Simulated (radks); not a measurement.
The numbers below are computed, except where a source is named.
Question: All-electron atom: Ho I in [Xe] 4f11 6s2. Level of theory: Dirac Kohn-Sham, PBE, spin-unpolarised, spherical densities, point nucleus; open shells are shared between the two j in proportion to 2j + 1 (a radial shooting solver on a logarithmic mesh with Libxc functionals).

Spin-orbit splittings of the eigenvalues, e(l+1/2) - e(l-1/2), with zeta = 2 splitting/(2l+1) and mean radii in bohr:

shell  occ.  splitting (eV)  zeta (eV)  <r> j=l-1/2  <r> j=l+1/2
2p        6           857.0      571.3      0.07290      0.08007
3p        6           179.0      119.3       0.2191       0.2326
3d       10           39.11      15.64       0.2054       0.2096
4p        6           40.14      26.76       0.5285       0.5595
4d       10           7.283      2.913       0.5901       0.6011
4f       11          0.9764     0.2790       0.8440       0.8677
5p        6           5.003      3.335        1.446        1.557
5d        0               ?          ?        3.465        3.686
6p        0          0.2224     0.1483        5.624        6.050

Estimate the 5d splitting.

Answer: 0.1866 eV (zeta = 0.07466 eV).
